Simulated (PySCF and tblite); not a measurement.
Results of a calculation; reference values are marked as such.
C4H9Br, numbered as in [CH3:1][CH2:2][CH2:3][CH2:4][Br:5].

Free energies: B3LYP-D3(BJ)/def2-SVP (IEF-PCM, chloroform) on GFN2-xTB structures plus GFN2-xTB thermal terms, symmetry and mirror images included. Conformers within 3 kcal/mol (GFN2-xTB free energy) were kept, 10 at most. Codes: tblite and PySCF.

Torsions listed: C1–C2–C3–C4, C2–C3–C4–Br5. Of a mirror pair one member is shown.

```tsv
conformer	shape	symmetry
1	180°, 180°	Cs
2	66°, 176°	C1 (pair)
3	66°, -86°	C1 (pair)
4	179°, 66°	C1 (pair)
5	-65°, -63°	C1 (pair)
```

Q: Which of these conformers is the most populated at 298.15 K, and with what share?

A: Conformer 4, about 40 %. The lead over the next is within the error of the method.

Q: Give the DFT energies and free energies relative to the lowest, and all weights.

A: 
| conformer | shape | E(DFT) kcal/mol | G(298.15 K) kcal/mol | weight % |
| --- | --- | --- | --- | --- |
| 1 | 180°, 180° | 0.23 | 0.46 | 18.3 |
| 2 | 66°, 176° | 0.73 | 0.71 | 12.1 |
| 3 | 66°, -86° | 2.13 | 2.38 | 0.7 |
| 4 | 179°, 66° | 0.00 | 0.00 | 40.0 |
| 5 | -65°, -63° | 0.06 | 0.19 | 28.9 |

Q: How does its share change from 150 K to 400 K?

A: From 50 % to 36 %; the mixing entropy goes from 3.40 to 3.89 cal/(mol K).
